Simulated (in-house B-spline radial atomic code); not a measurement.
Values are calculated unless marked as measured or tabulated.
# Softness against transferability: the 3d channel of V

V, [Ar] 3d3 4s2, non-relativistic LDA (VWN5), spherical and spin-unpolarised, from an all-electron radial atomic-structure program (B-spline basis) (atomic units). The all-electron 3d level is ε = -0.204634 hartree and its outer maximum at 0.89 bohr.

Troullier-Martins pseudo-orbitals are made for several radii. The cutoffs (hartree) are the plane-wave energies beyond which the orbital holds less than the named kinetic energy per electron. The phase error is the difference, pseudo minus all-electron, of arctan(R P'/P) at R = 3.9 bohr for all radii, half a hartree below and above the level.

```tsv
r_c (bohr)	V_l(0) (hartree)	cutoff for 10 mEh	for 1 mEh	for 0.1 mEh	phase error at ε − 0.5 (mrad)	at ε + 0.5 (mrad)
1.99	-11.69	23.7	29.2	35.6	+0.1	+135.5
2.31	-9.45	19	23.4	33	+0.3	+270.4
2.66	-7.72	15.2	18.7	28	+0.7	+481.2
3.0	-6.48	12.7	15.5	23.1	+1.6	+724.1
3.35	-5.52	10.6	13.1	19.2	+3.6	+967.3
3.6	-4.97	9.33	11.7	16.8	+6.2	+1117.6
```

Which radius needs the lowest cutoff for 0.1 mEh while both phase errors stay within 724.2 mrad?

The radii within that limit are 1.99, 2.31, 2.66, 3.0 bohr; of these r_c = 3.0 needs the least, 23.1 hartree, that is 46.2 Ry or 629 eV.

What does the larger radius buy, and what does it cost?

From r_c = 1.99 to 3.6 bohr the cutoff for 1 mEh goes from 29.2 to 11.7 hartree, a factor of 2.50, against 3.27 for a pure 1/r_c² scaling, end to end; step by step it is 29.2, 23.4, 18.7, 15.5, 13.1, 11.7, and for 0.1 mEh 35.6, 33, 28, 23.1, 19.2, 16.8; the number of plane waves goes as the cutoff to the power 3/2, here a factor of 3.9. The larger of the two phase errors is least at r_c = 1.99 bohr, 135.5 mrad; it is 135.5 at the smallest radius and 1117.6 at the largest. These errors test the reference atom alone. Errors of hundreds of milliradians mean that the potential scatters wrongly half a hartree from its level. Large radii also let the cores of neighbours overlap, which an atom doesn't show.
